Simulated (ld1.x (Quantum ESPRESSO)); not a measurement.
## Before and after: RRKJ potential for N (Z = 7)

* Element: N (Z = 7)
* Generator: ld1.x (Quantum ESPRESSO) 7.5
* Type: norm-conserving RRKJ (Kleinman–Bylander form)
* Functional: BP86
* Relativity: scalar-relativistic
* Frozen core: [He]
* Valence charge: 5
* Reference configuration: 2s1 2p4
* Partial waves: 2s (bound): rc 0.90 bohr; 3d channel at 0.05 Ry: rc 2.40 bohr; 2p (bound): rc 2.60 bohr
* Local potential: the p channel
* Core correction: a·sin(br)/r model core, default radius (core density twice the valence density)
* rho0: 0.01

Change: core correction a·sin(br)/r model core inside 1.10 bohr.

Cutoffs: the cutoffs (Ry, on a coarse ladder) from which the occupation-weighted sum of valence levels, in a spherical-Bessel basis at the reference potential, stays within 10 and 1 mRy of its value at 400 Ry; they do not see the model core or the augmentation charge, which bear on the density cutoff. Errors are all-electron minus pseudo energies relative to the spin-unpolarised reference configuration.

Predict the effect on cutoff, ghosts and configuration errors.

The potential gets neither clearly harder nor softer (70 Ry and 90 Ry → 70 Ry and 90 Ry); the errors of the 7 common tests hardly move; neither file shows a bound ghost. The default core radius of the base comes out at 0.40 bohr. A wider model core is smoother and lowers the density cutoff, which this test does not measure.

```tsv
quantity	base	changed
cutoff, loose	70 Ry	70 Ry
cutoff, tight	90 Ry	90 Ry
bound ghosts	none	none
error for 2s2 2p3, meV [ΔE -11.51 eV]	-38	-36
error for 2s2 2p2, meV [ΔE 2.17 eV]	+282	+284
error for 2s2 2p1, meV [ΔE 31.09 eV]	+1478	+1476
error for 2s1 2p3, meV [ΔE 13.97 eV]	+23	+22
error for 2s0 2p5, meV [ΔE 11.53 eV]	-35	-32
error for 2s1 2p0, meV [ΔE 156.10 eV]	+7718	+7646
error for 2s2 2p0, meV [ΔE 78.20 eV]	+4736	+4715
s: phases at 2.85 bohr within 0.05 rad from the reference energy up to (Ry; the scan ends near 5)	-0.0	-0.0
p: phases at 2.85 bohr within 0.05 rad from the reference energy up to (Ry; the scan ends near 5)	0.3	0.3
d: phases at 2.85 bohr within 0.05 rad from the reference energy up to (Ry; the scan ends near 5)	2.6	2.6
```
